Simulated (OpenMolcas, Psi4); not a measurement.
# How methods differ on CH4ClGa (SMILES [CH3][GaH][Cl])

CH4ClGa has 7 atoms, charge 0, and is taken as a singlet. SMILES: `[CH3][GaH][Cl]`. The coordinates come from a PBE0-D4/def2-TZVP relaxation.

Each level gives the dipole moment (D). The values are calculated.

```csv
level,kind,program,value (D),CPU time
SVWN5/def2-SVP,LDA,OpenMolcas,2.30,30 s
BLYP/def2-SVP,GGA,OpenMolcas,2.22,44 s
M06-L/def2-SVP,meta-GGA,OpenMolcas,2.58,53 s
TPSS/def2-SVP,meta-GGA,OpenMolcas,2.39,55 s
r2SCAN/def2-SVP,meta-GGA,OpenMolcas,2.47,53 s
B3LYP/def2-SVP,global hybrid,OpenMolcas,2.36,43 s
PBE0/def2-SVP,global hybrid,OpenMolcas,2.46,41 s
TPSSh-D3(BJ)/def2-SVP (density fitting),hybrid meta-GGA,Psi4,2.44,20 s
```

All-electron rows without a relativistic Hamiltonian named are non-relativistic. The values span 2.22 to 2.58 D. Magnitudes only. CPU times are rough (shared hosts, several kinds of processor and program).
